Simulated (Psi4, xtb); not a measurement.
Relaxed torsion scan: SMILES CS[SiH2][SiH2][SeH]. Scanned: dihedral C1–S2–Si3–Si4; all other coordinates were relaxed at GFN2-xTB. Points at φ and −φ are mirror images.

Atom numbering (GFN2-xTB optimised geometry, Å):
```
13

C     -2.8975    -0.3832    -0.6016
S     -1.2562    -0.0982    -1.3219
Si    -0.0947     0.0472     0.4728
Si     2.0728     0.2590    -0.2874
Se     3.3309     0.2973     1.6430
H     -2.8794    -1.2903    -0.0059
H     -3.1790     0.4685     0.0092
H     -3.5906    -0.4944    -1.4285
H     -0.3847    -1.1617     1.2514
H     -0.6319     1.1723     1.2462
H      2.4125     1.4778    -1.0247
H      2.6105    -0.8711    -1.0449
H      4.4872    -0.3341     1.0925
```

Methods: PBE/def2-TZVP // GFN2-xTB (Psi4); GFN1-xTB // GFN2-xTB (xtb); HF/cc-pVTZ // GFN2-xTB (Psi4); wB97X-D/def2-TZVP // GFN2-xTB (Psi4); PBE0-D3(BJ)/def2-TZVP // GFN2-xTB (Psi4); MP2/cc-pVTZ = Psi4 with DF-MP2 (frozen core)/cc-pVTZ // GFN2-xTB.

Energies in mEh, each method relative to its own lowest point.

| φ / ° | PBE/def2-TZVP | GFN1-xTB | HF/cc-pVTZ | wB97X-D/def2-TZVP | PBE0-D3(BJ)/def2-TZVP | MP2/cc-pVTZ |
|---|---|---|---|---|---|---|
| -165 | 1.1 | 0.9 | 0.7 | 1.0 | 1.1 | 0.8 |
| -150 | 1.6 | 1.6 | 1.2 | 1.5 | 1.7 | 1.5 |
| -135 | 2.2 | 2.5 | 1.8 | 2.3 | 2.5 | 2.4 |
| -120 | 2.4 | 3.1 | 2.0 | 2.6 | 2.8 | 2.7 |
| -105 | 1.8 | 3.1 | 1.5 | 2.0 | 2.2 | 2.2 |
| -90 | 0.8 | 2.3 | 0.6 | 0.9 | 1.0 | 1.0 |
| -75 | 0.0 | 1.3 | 0.0 | 0.0 | 0.1 | 0.1 |
| -60 | 0.1 | 0.6 | 0.3 | 0.0 | 0.0 | 0.0 |
| -45 | 0.8 | 0.1 | 1.0 | 0.5 | 0.6 | 0.5 |
| -30 | 1.8 | 0.0 | 2.1 | 1.4 | 1.4 | 1.3 |
| -15 | 2.8 | 0.2 | 3.1 | 2.3 | 2.3 | 2.3 |
| 0 | 3.2 | 0.4 | 3.6 | 2.6 | 2.8 | 2.7 |
| 15 | 2.8 | 0.2 | 3.1 | 2.3 | 2.3 | 2.3 |
| 30 | 1.8 | 0.0 | 2.1 | 1.4 | 1.4 | 1.3 |
| 45 | 0.8 | 0.1 | 1.0 | 0.5 | 0.6 | 0.5 |
| 60 | 0.1 | 0.6 | 0.3 | 0.0 | 0.0 | 0.0 |
| 75 | 0.0 | 1.3 | 0.0 | 0.0 | 0.1 | 0.1 |
| 90 | 0.8 | 2.3 | 0.6 | 0.9 | 1.0 | 1.0 |
| 105 | 1.8 | 3.1 | 1.5 | 2.0 | 2.2 | 2.2 |
| 120 | 2.4 | 3.1 | 2.0 | 2.6 | 2.8 | 2.7 |
| 135 | 2.2 | 2.5 | 1.8 | 2.3 | 2.5 | 2.4 |
| 150 | 1.6 | 1.6 | 1.2 | 1.5 | 1.7 | 1.5 |
| 165 | 1.1 | 0.9 | 0.7 | 1.0 | 1.1 | 0.8 |
| 180 | 0.9 | 0.7 | 0.5 | 0.9 | 0.9 | 0.5 |

Root-mean-square difference from the MP2/cc-pVTZ profile, itself a level with limits, after the best constant shift (mEh): PBE/def2-TZVP 0.3, GFN1-xTB 1.0, HF/cc-pVTZ 0.6, wB97X-D/def2-TZVP 0.1, PBE0-D3(BJ)/def2-TZVP 0.1.
